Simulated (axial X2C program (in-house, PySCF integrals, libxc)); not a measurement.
**Ionising the radicals of a process plasma**

Calculated with an in-house relativistic program for diatomic molecules, spin-free (one-electron X2C) or two-component (2c: spin–orbit coupling with atomic mean-field Coulomb and Gaunt terms, which also bring small scalar terms), in Dyall basis sets with cores contracted in-house; open shells are unrestricted.

Level PBE0, 2c. Basis sets: Al dyall-v3z, B dyall-v3z, Br dyall-cv3z, Br dyall-v3z, C dyall-v3z, Cl dyall-av3z, H dyall-v3z, Hf dyall-cv3z, In dyall-cv3z, Mg dyall-cv3z, Ru dyall-cv3z, S dyall-av3z, Sb dyall-cv3z, Si dyall-v3z, Ta dyall-v3z, Zr dyall-cv3z.

```csv
species,state,ion state,adiabatic IE with zero-point terms (eV),D0 (eV),D0 of the ion (eV)
ZrCl,"Ω = 3/2 (⟨Sz⟩ = 1.50, ⟨Lz⟩ = 0.00 at PBE0)","Ω = 1 (⟨Sz⟩ = -1.00, ⟨Lz⟩ = 2.00 at PBE0)",6.60,n/a,n/a
MgB,"Ω = 1/2 (⟨Sz⟩ = -0.50, ⟨Lz⟩ = 1.00 at PBE0)",Ω = 0 (closed shell),6.66,n/a,1.49
TaBr,"Ω = 1 (⟨Sz⟩ = 1.97, ⟨Lz⟩ = -0.97 at PBE0)","Ω = 3/2 (⟨Sz⟩ = 1.48, ⟨Lz⟩ = 0.02 at PBE0)",7.02,n/a,n/a
HfS,Ω = 0 (closed shell),"Ω = 1/2 (⟨Sz⟩ = 0.50, ⟨Lz⟩ = 0.00 at PBE0)",7.43,n/a,n/a
RuH,"Ω = 3/2 (⟨Sz⟩ = 1.49, ⟨Lz⟩ = 0.01 at PBE0)","Ω = 3 (⟨Sz⟩ = 1.99, ⟨Lz⟩ = 1.01 at PBE0)",8.21,n/a,n/a
SbCl,"Ω = 1 (⟨Sz⟩ = 0.99, ⟨Lz⟩ = 0.01 at PBE0)","Ω = 1/2 (⟨Sz⟩ = -0.49, ⟨Lz⟩ = 0.99 at PBE0)",8.39,3.11,n/a
AlC,"Ω = 3/2 (⟨Sz⟩ = 1.50, ⟨Lz⟩ = 0.00 at PBE0)","Ω = 1 (⟨Sz⟩ = 1.00, ⟨Lz⟩ = 0.00 at PBE0)",8.66,3.47,n/a
SiC,"Ω = 2 (⟨Sz⟩ = 1.00, ⟨Lz⟩ = 1.00 at PBE0)","Ω = 3/2 (⟨Sz⟩ = 1.50, ⟨Lz⟩ = 0.00 at PBE0)",8.71,4.22,n/a
InBr,Ω = 0 (closed shell),"Ω = 1/2 (⟨Sz⟩ = 0.49, ⟨Lz⟩ = 0.01 at PBE0)",9.13,n/a,0.55
```

(1) Which of these can a metastable argon atom (³P2, 11.55 eV, NIST) ionise on energy grounds?

(2) Which of these can a metastable xenon atom (³P2, 8.32 eV, NIST) ionise on energy grounds?

(3) Give the threshold for dissociative ionisation to the lowest fragments, IE + D0(ion).

Each entry is the lowest single determinant of a limited PBE0 search at one distance. De goes to single-determinant-based atoms at the same level (for ions the charge split of lowest energy) and is withheld (n/a) where an atom does not fit its ground term or J level. Main or longest-lived isotopes. One determinant is a doubtful description, or other states lie close, for ZrCl, ZrCl⁺, MgB, TaBr, TaBr⁺, HfS⁺, RuH, RuH⁺, SbCl, AlC, AlC⁺, SiC, SiC⁺; these need not be ground states, and all values refer to the states named. Some open-shell Ω = 0 determinants are out of reach, so the Ω given for TaBr, RuH⁺, SbCl, AlC⁺, SiC need not be the lowest component. With several unpaired electrons the Ω given is that of one determinant, not necessarily of the lowest component. Some light 2c atoms are not at their ground J level, so De misses part of their lowering (0.04 eV or less). The functionals have no current term, which raises determinants with orbital currents. Where the atoms have a lower orbital projection than the molecule, De at mean-field level may be about a tenth of an eV too small. These values were not checked against measured ones; errors of some tenths of an eV are usual, and D0 of doubtful transition-metal species is not given.

## Answers

(1) At PBE0, 2c, IE lies below 11.55 eV for ZrCl, MgB, TaBr, HfS, RuH, SbCl, AlC, SiC, InBr.

(2) At PBE0, 2c, IE lies below 8.32 eV for ZrCl, MgB, TaBr, HfS, RuH. Within the error of the method (some tenths of an eV) the answer is open for RuH, SbCl, AlC.

(3) At PBE0, 2c: MgB → Mg+ + B: 8.15 eV; InBr → In+ + Br: 9.68 eV.
